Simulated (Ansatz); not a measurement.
Consider the atomization: `C[SiH2][Te]B(O)O` → B• + C• + 7 H• + 2 O• + Si• + Te•.

Program: Ansatz. Geometries: PBE0-D4/def2-TZVP. ΔE: electronic, gas phase. CCSD(T)/CBS is the MP2 limit (def2-TZVPP, def2-QZVPP) plus CCSD(T) − MP2 in def2-TZVPP, frozen cores. This one scheme is used for every species, atoms too. DFT in def2-TZVPP. No spin–orbit coupling; open shells (•) take unrestricted orbitals. Spin–orbit coupling would lower the free atoms: a little for B, C, O, Si; strongly for Te. Elements past krypton have def2 core potentials. For Te outer-core shells are correlated without core-valence functions, so the limit isn't a true one: a few kJ/mol of doubt a bond, and 10 to 20 or more in all where bonds break to atoms. Each species was taken in one conformer, which may not be the lowest.

CCSD(T)/CBS gives +50.25 eV.

(1) Another level gave +49.69 eV. Which?
A. PBE0/def2-TZVPP
B. HF/def2-TZVPP
C. MP2/def2-TZVPP
D. PBE-D4/def2-TZVPP

Largest T1 diagnostic among the species: 0.014.

## Answers

(1) A. PBE0 49.69, PBE-D4 50.85, HF/def2-TZVPP 36.58, MP2/def2-TZVPP 49.80 eV.

From PBE to PBE0 (25 % exact exchange), in def2-TZVPP and without D4, ΔE moves by −0.81 eV: exact exchange takes away binding that semilocal exchange gives to molecules. The D4 term adds +0.56 eV with B3LYP and +0.29 eV with PBE0; it sums over pairs of atoms, weighted by their polarisabilities, and B3LYP, whose exchange is more repulsive, gets the larger term. In def2-TZVPP, CCSD(T) changes the Hartree–Fock value by +12.21 eV (the triples alone add +0.78 eV) and MP2 by +13.22 eV; breaking electron pairs costs correlation energy, which Hartree–Fock lacks.

B3LYP here is the variant with VWN-RPA as its local correlation; programs differ in this.

For atomizations the MP2-based limit and the directly extrapolated one differ by several kJ/mol either way, and by 10 to 25 for some Ge, Se and Sn compounds, so smaller differences from it don't rank the levels.
